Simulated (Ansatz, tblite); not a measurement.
Cost and result up the ladder for Cs2F3 (the lowest doublet isomer of a short search) (5 atoms). The state is a doublet with charge 0. Geometry: r2SCAN-D4/def2-SVP.

```xyz
5

Cs    2.0659   -0.0429    0.2426
Cs   -1.8796   -0.1117   -0.8857
F    -0.4046   -0.6669    1.4559
F    -0.3127    1.2623    1.0180
F     0.5312   -0.4408   -1.8307
```

Ansatz on 4 threads of Arm Neoverse V1 on a shared host; xTB runs through tblite on one thread. Times are rough, summed over both states, and most runs start from the orbitals of an earlier one. PBE0-D4/def2-TZVP serves as the yardstick here, not as an exact answer. The other state is a triplet.

In the def2 sets Cs takes a core potential; there is no spin–orbit coupling. The xTB rows come from tblite. HOMO above LUMO, or a gap near zero within one spin, warns that the state may not be the lowest or that an electron is smeared out. In the doublet, F3 and F4 lie 1.98 Å apart (atoms count from 1), so these atoms are partly bonded to each other. At PBE0-D4/def2-TZVP a singlet of charge 1 lies 1.40 eV below the triplet, each at its own geometry. The structure comes from a short search, and lower isomers may exist.

Raw xTB energies of ions are shifted by several eV, and xTB has no spin-polarisation term.

| level | functions | vertical IE (eV) | difference from PBE0-D4/def2-TZVP (eV) | remarks |
| --- | --- | --- | --- | --- |
| GFN2-xTB | 20 | 13.48 | 3.78 | – |
| GFN1-xTB | 20 | 13.19 | 3.49 | – |
| r2SCAN-D4/def2-TZVP | 151 | 9.33 | -0.37 | gap within one spin near zero (+1 triplet) |
| PBE0-D4/def2-TZVP (with forces) | 151 | 9.70 | 0.00 | – |
| PBE-D4/def2-TZVP | 151 | 9.18 | -0.52 | gap within one spin near zero (+1 triplet) |

Estimate how long each takes.

GFN2-xTB 0.008 s; GFN1-xTB 0.015 s; PBE-D4/def2-TZVP 17 s; PBE0-D4/def2-TZVP (with forces) 23 s; r2SCAN-D4/def2-TZVP 40 s. On shared hardware such times vary by a factor of up to 3.
